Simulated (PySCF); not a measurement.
From computed data to an observable: oscillator strength and radiative lifetime

1-bromo-1,1-difluoroethane (C2H3BrF2), SMILES CC(F)(F)Br.

Coordinates come from a PBE0-D3(BJ)/def2-SVP optimisation.

TDA-B3LYP/def2-SVPD run with PySCF 2.14.0 puts the first singlet state with f over 0.02 at 7.82 eV (vertical), with the transition dipole (0.622, -0.044, 0.000) in atomic units.

Question: Find the oscillator strength, the wavelength and the radiative lifetime that this transition would have in vacuum if emission retraced absorption.

Answer: 
|μ|² = 0.3888 au, so |μ| = 1.58 D. ΔE = 7.82/27.211 = 0.2874 hartree. f = (2/3) ΔE |μ|² = 0.074 (the program prints 0.075).
λ = 1239.84/7.82 = 159 nm; ν = 63073 cm⁻¹.
Einstein's coefficient A = 0.6670 ν² f s⁻¹ (ν in cm⁻¹) = 2.0e8 s⁻¹, so τ = 1/A = 5.1 ns. This state is S3; the lower singlets have f = 0.002, 0.000. The figure is the radiative limit of this one transition; relaxation, internal conversion, crossing to triplets and a medium change what is measured.
